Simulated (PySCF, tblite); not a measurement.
C₅H₁₂S₂Si.
Geometry (GFN2-xTB, Å), atoms numbered from 1 in this order:
```
atom  x, y, z in Å
Si1    2.697   -0.386   -0.151
C2     1.283    0.875    0.069
C3    -0.081    0.275    0.418
C4    -0.585   -0.620   -0.719
C5    -1.863   -1.379   -0.389
S6    -3.283   -0.238   -0.221
S7    -2.628    0.770    1.422
C8    -1.062    1.406    0.724
H9     2.545   -1.455    0.839
H10    3.964    0.315    0.053
H11    2.676   -0.962   -1.498
H12    1.564    1.570    0.865
H13    1.181    1.477   -0.837
H14    0.022   -0.334    1.324
H15    0.190   -1.353   -0.954
H16   -0.753   -0.011   -1.611
H17   -2.134   -2.056   -1.198
H18   -1.772   -1.939    0.541
H19   -1.302    1.984   -0.170
H20   -0.664    2.071    1.489
```

Computed with PBE0/pcSseg-1 in PySCF (dipole) on a GFN2-xTB geometry, gas phase.

Take the most abundant isotopes and a rigid rotor. The values belong to one conformer with, in the numbering `[SiH3:1][CH2:2][C@@H:3]1[CH2:4][CH2:5][S:6][S:7][CH2:8]1`, Si1–C2–C3–C4 -63°, C2–C3–C4–C5 174°, C3–C4–C5–S6 68°, C4–C5–S6–S7 -65°, C5–S6–S7–C8 59°.

Q: What are A, B and C (GHz)?

A: Ia = 192.03, Ib = 819.41, Ic = 950.80 u·Å²; 505379 MHz·u·Å²/I gives 2632, 616.8 and 531.5 MHz, that is A = 2.6317, B = 0.6168, C = 0.5315 GHz.

Q: What kind of rotor is it?

A: A near-prolate asymmetric top; Ray's κ = -0.919.

Q: Is it planar, by Δ = Ic − Ia − Ib?

A: Not planar: Δ = Ic − Ia − Ib = -60.64 u·Å². For a rigid frame Δ = −2 Σ m c², so Σ m c² = 30.32 u·Å² lies off the ab plane: 13.36 from hydrogen and 16.96 from heavier atoms. The atom farthest from that plane is 1.63 Å away.

Q: Give the other two planar moments, Paa and Pbb, and the rms extents of the mass along the axes.

A: Paa = Σ m a² = (Ib + Ic − Ia)/2 = 789.09 and Pbb = Σ m b² = (Ia + Ic − Ib)/2 = 161.71 u·Å². With the mass M = 164.01 u, the rms extents √(P/M) along a, b and c are 2.19, 0.99, 0.43 Å.

Q: Which lines would a microwave search look for?

A: The dipole components are |μa| = 2.35 D, |μb| = 0.30 D, |μc| = 0.33 D. Intensities carry the squares of the components, which stand as 1.00 : 0.02 : 0.02 (a : b : c). Some lines, for components of 0.1 D or more:

```json
{"type": "a", "branch": "R", "J(Ka,Kc)": "3(0,3) ← 2(0,2)", "MHz": "3434", "lower level (cm⁻¹)": "0.115"}
{"type": "a", "branch": "R", "J(Ka,Kc)": "4(1,4) ← 3(1,3)", "MHz": "4418", "lower level (cm⁻¹)": "0.290"}
{"type": "a", "branch": "R", "J(Ka,Kc)": "4(0,4) ← 3(0,3)", "MHz": "4567", "lower level (cm⁻¹)": "0.229"}
{"type": "a", "branch": "R", "J(Ka,Kc)": "4(3,1) ← 3(3,0)", "MHz": "4599", "lower level (cm⁻¹)": "0.848"}
{"type": "a", "branch": "R", "J(Ka,Kc)": "4(2,2) ← 3(2,1)", "MHz": "4617", "lower level (cm⁻¹)": "0.505"}
{"type": "b", "branch": "Q", "J(Ka,Kc)": "4(2,2) ← 4(1,3)", "MHz": "5791", "lower level (cm⁻¹)": "0.466"}
{"type": "b", "branch": "Q", "J(Ka,Kc)": "4(2,3) ← 4(1,4)", "MHz": "6604", "lower level (cm⁻¹)": "0.437"}
{"type": "c", "branch": "R", "J(Ka,Kc)": "4(1,3) ← 3(0,3)", "MHz": "7083", "lower level (cm⁻¹)": "0.229"}
{"type": "b", "branch": "R", "J(Ka,Kc)": "2(2,1) ← 1(1,0)", "MHz": "8427", "lower level (cm⁻¹)": "0.108"}
{"type": "c", "branch": "R", "J(Ka,Kc)": "3(2,1) ← 2(1,1)", "MHz": "9503", "lower level (cm⁻¹)": "0.188"}
{"type": "c", "branch": "R", "J(Ka,Kc)": "3(3,1) ← 2(2,1)", "MHz": "13734", "lower level (cm⁻¹)": "0.389"}
{"type": "b", "branch": "R", "J(Ka,Kc)": "4(3,2) ← 3(2,1)", "MHz": "14875", "lower level (cm⁻¹)": "0.505"}
{"type": "b", "branch": "R", "J(Ka,Kc)": "4(3,1) ← 3(2,2)", "MHz": "14888", "lower level (cm⁻¹)": "0.504"}
{"type": "b", "branch": "R", "J(Ka,Kc)": "4(4,1) ← 3(3,0)", "MHz": "18997", "lower level (cm⁻¹)": "0.848"}
```

Its GFN2-xTB frequencies are all real (lowest 60 cm⁻¹). Constants of a rigid frame at the computed geometry: no zero-point averaging, no centrifugal distortion. A rigid rotor knows nothing of internal rotation, which can split or shift real lines.
